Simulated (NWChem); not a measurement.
The numbers come from NWChem runs, not from measurements. System: HBrPb, charge 0, spin multiplicity 1, at a geometry optimised with PBE0/def2-SVP with def2 effective core potentials on Pb. The structure started from a generated list of species. Level: G0W0@PBE/def2-SVP with def2 effective core potentials on Pb, RI basis def2-svp-rifit, no spin-orbit coupling.

NWChem printed:

```
             Northwest Computational Chemistry Package (NWChem) 7.3.0
             --------------------------------------------------------

                                NWChem Input Module
                                -------------------

 Scaling coordinates for geometry "geometry" by  1.889725989
 (inverse scale =  0.529177249)

 Turning off AUTOSYM since
 SYMMETRY directive was detected!

                             Geometry "geometry" -> ""
                             -------------------------

 Output coordinates in angstroms (scale by  1.889725989 to convert to a.u.)

  No.       Tag          Charge          X              Y              Z
 ---- ---------------- ---------- -------------- -------------- --------------
    1 Pb                  82.0000    -0.53568600     0.56795900     0.00000000
    2 H                    1.0000     0.76318100     1.90015200     0.00000000
    3 Br                  35.0000     1.23323100    -1.38493700     0.00000000

 Effective nuclear repulsion energy (a.u.)     605.2891988001

            Nuclear Dipole moment (a.u.)
            ----------------------------
        X                 Y               Z
 ---------------- ---------------- ----------------
     0.0000264562    -0.0000094486     0.0000000000

      Symmetry information
      --------------------

 Group name             Cs
 Group number              2
 Group order               2
 No. of unique centers     3

      Symmetry unique atoms

     1    2    3


 Summary of "ao basis" -> "" (spherical)
 ------------------------------------------------------------------------------
       Tag                 Description            Shells   Functions and Types
 ---------------- ------------------------------  ------  ---------------------
 *                          def2-svp                  on all atoms

 Summary of "ri basis" -> "" (spherical)
 ------------------------------------------------------------------------------
       Tag                 Description            Shells   Functions and Types
 ---------------- ------------------------------  ------  ---------------------
 *                       def2-svp-rifit               on all atoms

  pbe96 is a nonlocal functional; adding pw91lda local functional.

                                 NWChem DFT Module
                                 -----------------

 Summary of "ao basis" -> "ao basis" (spherical)
 ------------------------------------------------------------------------------
       Tag                 Description            Shells   Functions and Types
 ---------------- ------------------------------  ------  ---------------------
 Pb                         def2-svp                10       26   4s4p2d
 H                          def2-svp                 3        5   2s1p
 Br                         def2-svp                12       32   5s4p3d

 Summary of "ao basis" -> "ao basis" (spherical)
 ------------------------------------------------------------------------------
       Tag                 Description            Shells   Functions and Types
 ---------------- ------------------------------  ------  ---------------------
 Pb                         def2-svp                10       26   4s4p2d
 H                          def2-svp                 3        5   2s1p
 Br                         def2-svp                12       32   5s4p3d

      Symmetry analysis of basis
      --------------------------

        a'         44
        a"         19

            General Information
            -------------------
          SCF calculation type: DFT
          Wavefunction type:  closed shell.
          No. of atoms     :     3
          No. of electrons :    58
           Alpha electrons :    29
            Beta electrons :    29
          Charge           :     0
          Spin multiplicity:     1
          Use of symmetry is: on ; symmetry adaption is: on
          Maximum number of iterations: 100
          This is a Direct SCF calculation.
          AO basis - number of functions:    63
                     number of shells:    25
          Convergence on energy requested:  1.00D-06
          Convergence on density requested:  1.00D-05
          Convergence on gradient requested:  5.00D-04
[...]
  ----- ------------  ---------------      ----- ------------  ---------------
    47      0.434979  3 Br py                44      0.392286  3 Br py
    11      0.265963  1 Pb px                41     -0.262158  3 Br py
     3     -0.235887  1 Pb s                 46      0.166086  3 Br px
    27      0.162322  2 H  s                 14      0.160670  1 Pb px
     1      0.152801  1 Pb s                 43      0.145827  3 Br px

 Vector   28  Occ=2.000000D+00  E=-2.484280D-01  Symmetry=a"
              MO Center=  1.1D+00, -1.2D+00,  8.0D-14, r^2= 2.0D+00
   Bfn.  Coefficient  Atom+Function         Bfn.  Coefficient  Atom+Function
  ----- ------------  ---------------      ----- ------------  ---------------
    48      0.573937  3 Br pz                45      0.502700  3 Br pz
    42     -0.337261  3 Br pz                13      0.147450  1 Pb pz
    16      0.120359  1 Pb pz                39      0.109771  3 Br pz
    10     -0.052473  1 Pb pz                 7     -0.051289  1 Pb pz
    18      0.041863  1 Pb d -1              20      0.040227  1 Pb d  1

 Vector   29  Occ=2.000000D+00  E=-2.130359D-01  Symmetry=a'
              MO Center=  5.3D-01,  2.5D-02,  2.6D-14, r^2= 4.4D+00
   Bfn.  Coefficient  Atom+Function         Bfn.  Coefficient  Atom+Function
  ----- ------------  ---------------      ----- ------------  ---------------
    46      0.396400  3 Br px                43      0.329795  3 Br px
    27     -0.296474  2 H  s                 28     -0.272030  2 H  s
    11     -0.256936  1 Pb px                 3      0.249582  1 Pb s
    40     -0.220284  3 Br px                47      0.209333  3 Br py
     4      0.200670  1 Pb s                 44      0.177129  3 Br py

 Vector   30  Occ=0.000000D+00  E=-1.351366D-01  Symmetry=a"
              MO Center= -4.1D-01,  4.5D-01,  1.5D-14, r^2= 3.8D+00
   Bfn.  Coefficient  Atom+Function         Bfn.  Coefficient  Atom+Function
  ----- ------------  ---------------      ----- ------------  ---------------
    13      0.597380  1 Pb pz                16      0.535117  1 Pb pz
    48     -0.251940  3 Br pz                10     -0.197355  1 Pb pz
     7     -0.191184  1 Pb pz                45     -0.179627  3 Br pz
    42      0.119217  3 Br pz                39     -0.038685  3 Br pz

 Vector   31  Occ=0.000000D+00  E=-6.026552D-02  Symmetry=a'
              MO Center= -4.0D-01,  4.4D-01, -1.8D-16, r^2= 5.1D+00
   Bfn.  Coefficient  Atom+Function         Bfn.  Coefficient  Atom+Function
  ----- ------------  ---------------      ----- ------------  ---------------
    15      0.608233  1 Pb py                14     -0.481894  1 Pb px
    12      0.386254  1 Pb py                47      0.367824  3 Br py
    46     -0.345217  3 Br px                36      0.327118  3 Br s
    11     -0.315577  1 Pb px                 3     -0.308502  1 Pb s
    35      0.196006  3 Br s                 44      0.191268  3 Br py

 Vector   32  Occ=0.000000D+00  E= 1.506171D-03  Symmetry=a'
              MO Center= -4.8D-01,  6.3D-01,  1.8D-14, r^2= 5.0D+00
   Bfn.  Coefficient  Atom+Function         Bfn.  Coefficient  Atom+Function
  ----- ------------  ---------------      ----- ------------  ---------------
    28      1.127104  2 H  s                 14     -0.743491  1 Pb px
    15     -0.676359  1 Pb py                 3     -0.483438  1 Pb s
    11     -0.319089  1 Pb px                12     -0.284939  1 Pb py
     4     -0.277849  1 Pb s                 27      0.274000  2 H  s
     1      0.213559  1 Pb s                 47      0.167609  3 Br py

 center of mass
 --------------
 x =  -0.07905227 y =   0.06121073 z =   0.00000000

 moments of inertia (a.u.)
 ------------------
         798.876207210867         706.772878940997           0.000000000000
         706.772878940997         647.448236462045           0.000000000000
           0.000000000000           0.000000000000        1446.324443672912

     Multipole analysis of the density
     ---------------------------------

     L   x y z        total         alpha         beta         nuclear
     -   - - -        -----         -----         ----         -------
     0   0 0 0     -0.000000    -29.000000    -29.000000     58.000000

     1   1 0 0     -1.099196    -30.918604    -30.918604     60.738012
     1   0 1 0      0.688629     32.542926     32.542926    -64.397222
     1   0 0 1     -0.000000     -0.000000     -0.000000      0.000000

     2   2 0 0    -36.349821   -125.531118   -125.531118    214.712415
     2   1 1 0     -0.926874    115.634440    115.634440   -232.195753
     2   1 0 1     -0.000000     -0.000000     -0.000000      0.000000
     2   0 2 0    -37.048321   -157.508284   -157.508284    277.968247
     2   0 1 1     -0.000000     -0.000000     -0.000000      0.000000
     2   0 0 2    -32.433729    -16.216865    -16.216865      0.000000

 Task  times  cpu:        5.0s     wall:        5.0s

                                NWChem Input Module
                                -------------------

                                 NWChem GW Module
                                 ----------------

                             ***********************
                             ***        GW       ***
                             ***********************

 Summary of "ri basis" -> "ri basis" (spherical)
 ------------------------------------------------------------------------------
       Tag                 Description            Shells   Functions and Types
 ---------------- ------------------------------  ------  ---------------------
 Pb                      def2-svp-rifit             31      121   9s8p7d5f2g
 H                       def2-svp-rifit              6       14   3s2p1d
 Br                      def2-svp-rifit             33      127   10s9p7d4f3g

                 Memory Information
                 ------------------
          Available GA per process is          1700.0 MBs
          Available stack per process is        700.0 MBs
          Available heap per process is           0.0 MBs

          Peak memory in Initialization
              Peak GA per process is                  4.4 MBs
              Peak stack per process is               0.0 MBs
              Peak heap per process is                4.7 MBs
              Memory not in MA per process            0.0 MBs

          Peak memory in AFF Calculation
              Peak GA per process is                 13.2 MBs
              Peak stack per process is               7.4 MBs
              Peak heap per process is                0.0 MBs
              Memory not in MA per process            7.4 MBs

          Computing 2-center integrals
          Computing Inverse Cholesky factor
          Computing 3-center integrals
          Computing V_xc ...

          Computing Sigma_x
          Computing RPA polarizability
          Solving quasiparticle equations

                  Alpha Orbitals
          State     Energy (eV)     Error (eV)
          -----------------------------------
@GW        26         -9.829           0.005
@GW        27         -8.956           0.004
@GW        28         -8.701           0.004
@GW        29         -8.194           0.002
@GW        30         -0.809           0.002
@GW        31          1.487           0.002

   Applying  -2.3970 eV scissor-shift to rest of particle states

   Applying   2.8682 eV scissor-shift to rest of hole states

     GW Timing Statistics
   ------------------------
   Init.   :          0.0s
     ERIs  :          0.2s
     Distr.:          0.0s
     Vxc   :          0.1s
   Sigma_x :          0.0s
   RPA     :          0.2s
   Wmn     :          0.0s
   Sigma_c :          0.0s
   GW total:          0.5s

 Task  times  cpu:        0.5s     wall:        0.5s

 Total times  cpu:        5.6s     wall:        5.6s
```

Q: Write an NWChem input that would produce this output.

A: This is not unique; one that fits is 
```
start mol
memory heap 200 mb stack 700 mb global 1700 mb
geometry units angstroms nocenter noautoz
  Pb    -0.535686     0.567959     0.000000
  H      0.763181     1.900152     0.000000
  Br     1.233231    -1.384937     0.000000
  symmetry group Cs
end
basis spherical
  * library def2-svp
end
ecp
  Pb library def2-ecp
end
basis "ri basis" bse spherical
  * library def2-svp-rifit
end
dft
  xc xpbe96 cpbe96
  iterations 100
  direct
  tolerances tight
end
task dft energy
gw
  states alpha occ 4 vir 2
end
task dft gw
```
